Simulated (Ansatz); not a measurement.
A made-up structure of CH3BSe, singlet:

| atom | x (Å) | y (Å) | z (Å) |
| --- | --- | --- | --- |
| B1 | -1.1909 | 0.4486 | -0.1394 |
| C2 | 0.2483 | 0.2170 | -0.6418 |
| Se3 | 1.8043 | -0.7830 | 0.4307 |
| H4 | -2.4142 | 0.6379 | 0.3041 |
| H5 | 0.6347 | 0.5972 | -1.7294 |
| H6 | 0.9178 | -1.1176 | 1.7758 |

It is relaxed with PBE-D4/def2-SVP and then PBE0-D4/def2-TZVP (Ansatz 0.2.0). Atoms count as bonded within 1.22 times the sum of their covalent radii (H–H: 0.88 Å). The end point is not checked to be a true minimum.

Question: Does its bonding change? (A judgement: the text doesn't fix the answer.)

Answer: By the calculation: No: no bond forms or breaks.

Where it ends: The first stage lowers the energy by 1.23 eV in 6 steps. It ends as CH₃BSe ([BH][CH][SeH]):
```json
{"atom": "B1", "x (Å)": "-1.0634", "y (Å)": "0.4005", "z (Å)": "-0.1245"}
{"atom": "C2", "x (Å)": "0.2217", "y (Å)": "0.1937", "z (Å)": "-0.5729"}
{"atom": "Se3", "x (Å)": "1.6110", "y (Å)": "-0.6993", "z (Å)": "0.3843"}
{"atom": "H4", "x (Å)": "-2.1558", "y (Å)": "0.5697", "z (Å)": "0.2712"}
{"atom": "H5", "x (Å)": "0.5663", "y (Å)": "0.5333", "z (Å)": "-1.5440"}
{"atom": "H6", "x (Å)": "0.8202", "y (Å)": "-0.9980", "z (Å)": "1.5859"}
```

Labels in which every atom is bracketed show which atoms are joined, not bond orders.

For scale, one of the runs: PBE0-D4/def2-TZVP relaxation, 128 basis functions, launched by `ansatz run in.yaml --threads 2 --pin off --events-out ev --progress --plain --max-ram 4352MiB`. The run took about 22 s on 2 CPU threads of an Arm Neoverse V2 (shared host).
